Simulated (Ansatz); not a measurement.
Program: Ansatz. Geometries: PBE0-D4/def2-TZVP. ΔE: electronic, gas phase. CCSD(T)/CBS adds triple-zeta CCSD(T) − MP2 to the extrapolated MP2 energy (def2 sets, frozen cores). Functionals use def2-TZVPP. Elements past krypton have def2 core potentials. For In, Mg outer-core shells are correlated without core-valence functions, which leaves a few kJ/mol of doubt a bond. Each species was taken in one conformer, which may not be the lowest.

`C[O][Mg][Cl]` + `[OH][In]([SH])[O][SiH3]` → `[SH][Mg][Cl]` + `C[O][In]([OH])[O][SiH3]`  (redistribution)

```csv
level,ΔE (eV)
BLYP-D4,0.62
revPBE,0.60
```

(1) What does CCSD(T)/CBS give? (Best estimate.)

Largest T1 diagnostic among the species: 0.016.

Results:

(1) Ansatz gave: +0.66 eV. The listed levels differ from it by -0.04, -0.06 eV.

From PBE to PBE0 (25 % exact exchange), in def2-TZVPP and without D4, ΔE moves by +0.05 eV. Leaving LDA and LC-ωPBE aside and taking each functional with its dispersion term where it has one, the values, not all of them listed here, spread over 0.14 eV, from revPBE-D4 to BHLYP-D4. LDA lies +0.07 eV from PBE without D4.
